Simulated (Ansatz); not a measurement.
C3H10Cl2FNO2Si2, SMILES `CO[SiH](F)N(C)[Si](Cl)(Cl)OC`, relaxed with RKS PBE0-D4/def2-TZVP in Ansatz from a PBE-D4/def2-SVP geometry. The force threshold is 0.005 eV/Å; the program also tests the step.

The species carries charge 0 and has multiplicity 1.

Start:

```xyz
21

C    -3.786   -1.346   -0.581
O    -2.605   -0.625   -0.272
Si   -1.116   -0.887   -0.961
F    -0.856   -2.508   -0.935
N     0.002   -0.041    0.073
C    -0.330    0.041    1.517
Si    1.392    0.811   -0.485
Cl    2.014    0.014   -2.293
Cl    1.049    2.838   -0.800
O     2.570    0.663    0.668
C     3.813    1.352    0.672
H    -4.209   -1.040   -1.565
H    -4.544   -1.131    0.199
H    -3.609   -2.444   -0.604
H    -1.011   -0.455   -2.380
H     0.553    0.390    2.086
H    -0.604   -0.958    1.910
H    -1.180    0.730    1.701
H     4.472    0.995   -0.149
H     4.314    1.152    1.639
H     3.672    2.449    0.561
```

```
step  energy (eV)  largest force (eV/Å)  largest move (Å)
   1  -52363.3025                 1.140             0.000
   2  -52363.4467                 0.704             0.045
   3  -52363.4823                 0.152             0.040
   4  -52363.4834                 0.112             0.040
   5  -52363.4847                 0.042             0.029
   6  -52363.4853                 0.038             0.054
   7  -52363.4860                 0.014             0.015
   8  -52363.4864                 0.021             0.029
   9  -52363.4870                 0.051             0.065
  10  -52363.4873                 0.047             0.018
  11  -52363.4880                 0.035             0.046
  14  -52363.4887                 0.040             0.042
  17  -52363.4890                 0.021             0.004
  20  -52363.4891                 0.012             0.013
  23  -52363.4892                 0.020             0.021
  26  -52363.4893                 0.016             0.013
  29  -52363.4894                 0.031             0.014
  32  -52363.4896                 0.040             0.007
  35  -52363.4899                 0.024             0.005
  38  -52363.4902                 0.015             0.025
  41  -52363.4904                 0.021             0.003
  44  -52363.4905                 0.017             0.032
  47  -52363.4906                 0.007             0.015
  50  -52363.4906                 0.005             0.005
```

End:

```xyz
21

C    -3.734   -1.268   -0.795
O    -2.561   -0.569   -0.437
Si   -1.048   -1.067   -0.759
F    -0.933   -2.577   -0.245
N     0.014   -0.076    0.142
C    -0.299    0.031    1.583
Si    1.285    0.908   -0.396
Cl    1.679    0.598   -2.371
Cl    0.829    2.896   -0.173
O     2.592    0.594    0.500
C     3.809    1.313    0.480
H    -3.822   -1.367   -1.882
H    -4.591   -0.702   -0.428
H    -3.753   -2.267   -0.348
H    -0.735   -1.072   -2.195
H     0.619    0.138    2.163
H    -0.800   -0.876    1.927
H    -0.952    0.883    1.784
H     4.300    1.219   -0.493
H     4.458    0.889    1.246
H     3.644    2.372    0.696
```

Hardware: 4 threads of an AMD EPYC 7R13 on a shared host and a share of an NVIDIA H100 80 GB. Wall time 4.3 min, peak host memory 1.2 GiB.
